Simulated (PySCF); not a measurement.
SMILES CS[Te]C (C2H6STe), PBE0/def2-SVP optimised geometry.

```
10

Te    -0.53    -1.29     0.00
C     -0.81     0.85     0.00
H     -1.88     1.04     0.18
H     -0.51     1.28    -0.97
H     -0.21     1.29     0.82
S      1.88    -1.29     0.00
C      2.31    -1.19    -1.76
H      1.90    -2.03    -2.33
H      3.41    -1.23    -1.80
H      1.98    -0.24    -2.21
```

Density from PySCF with PBE0/def2-TZVP, def2 effective core potentials past Kr at that geometry. The core electrons that the potentials of Te replace are not part of the density.

Minimum of the electron density along straight lines between bonded atoms, close to the bond critical point (lines longer than 1.1 times the sum of covalent radii, or with two minima, are not listed):

```tsv
bond	length / Å	ρ at the minimum / e bohr⁻³	∇²ρ there / e bohr⁻⁵	position (fraction from the first atom)
Te1–C2	2.159	0.114	…	0.52
C2–H3	1.100	0.271	-0.90	0.65
C2–H4	1.097	0.274	-0.93	0.65
C2–H5	1.097	0.274	-0.93	0.65
Te1–S6	2.402	…	0.01	0.48
S6–C7	1.817	0.180	…	0.53
C7–H8	1.098	0.276	-0.94	0.65
C7–H9	1.101	0.272	-0.92	0.65
C7–H10	1.099	0.275	-0.94	0.65
```

Question: Fill in the missing entries.

Answer: 
- Te1–C2, ∇²ρ there / e bohr⁻⁵: -0.01
- Te1–S6, ρ at the minimum / e bohr⁻³: 0.096
- S6–C7, ∇²ρ there / e bohr⁻⁵: -0.30
